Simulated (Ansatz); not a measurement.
The cluster Pd₂Se₃. The state is a singlet with charge 0. Geometry PBE-D4/def2-SVP.

```xyz
5

Pd   -0.008   -0.870   -1.629
Pd    0.033    1.257    0.544
Se   -1.463   -0.703    0.227
Se    1.462    0.945   -1.280
Se   -0.024   -0.629    2.138
```

In the def2 sets Pd takes a core potential; there is no spin–orbit coupling. The restricted singlet is unstable towards broken spin symmetry in Hartree–Fock (as tested in another run); at LDA (SPW92)/def2-TZVP, PBE-D4/def2-SVP, PBE-D4/def2-TZVP, r2SCANh-D4/def2-TZVP and others this wasn't settled. No other spin state of charge 0 was run. Another isomer (singlet) lies 0.21 eV lower at PBE0-D4/def2-TZVP; other spin states weren't run for this one.

Problem. Estimate the orbital energies around the gap (eV) in Ansatz with LDA (SPW92)/def2-TZVP, PBE-D4/def2-SVP, PBE-D4/def2-TZVP, r2SCANh-D4/def2-TZVP, PBE0-D4/def2-SVP.

Solution. 
| orbital | LDA (SPW92)/def2-TZVP | PBE-D4/def2-SVP | PBE-D4/def2-TZVP | r2SCANh-D4/def2-TZVP | PBE0-D4/def2-SVP |
| --- | --- | --- | --- | --- | --- |
| HOMO−13 | -9.28 | -9.05 | -9.01 | -9.81 | -10.42 |
| HOMO−12 | -9.21 | -8.99 | -8.94 | -9.68 | -10.27 |
| HOMO−11 | -8.84 | -8.63 | -8.58 | -9.32 | -9.89 |
| HOMO−10 | -8.74 | -8.50 | -8.47 | -9.19 | -9.76 |
| HOMO−9 | -8.14 | -7.91 | -7.89 | -8.67 | -9.28 |
| HOMO−8 | -7.79 | -7.56 | -7.53 | -8.31 | -9.00 |
| HOMO−7 | -7.25 | -7.02 | -7.00 | -7.76 | -8.44 |
| HOMO−6 | -6.96 | -6.76 | -6.73 | -7.58 | -8.32 |
| HOMO−5 | -6.85 | -6.64 | -6.61 | -7.34 | -7.98 |
| HOMO−4 | -6.63 | -6.40 | -6.39 | -7.14 | -7.83 |
| HOMO−3 | -6.58 | -6.37 | -6.35 | -7.01 | -7.53 |
| HOMO−2 | -5.95 | -5.71 | -5.70 | -6.23 | -6.70 |
| HOMO−1 | -5.73 | -5.51 | -5.50 | -6.08 | -6.54 |
| HOMO | -5.25 | -5.01 | -5.03 | -5.58 | -6.04 |
| LUMO | -5.02 | -4.77 | -4.76 | -4.62 | -4.26 |
| LUMO+1 | -4.58 | -4.32 | -4.31 | -4.07 | -3.71 |
| LUMO+2 | -3.33 | -3.04 | -3.04 | -2.59 | -2.24 |
| LUMO+3 | -2.61 | -2.29 | -2.33 | -1.79 | -1.48 |
| LUMO+4 | -1.95 | -1.64 | -1.69 | -1.13 | -0.82 |
| LUMO+5 | -0.39 | -0.11 | -0.19 | 0.36 | 0.52 |
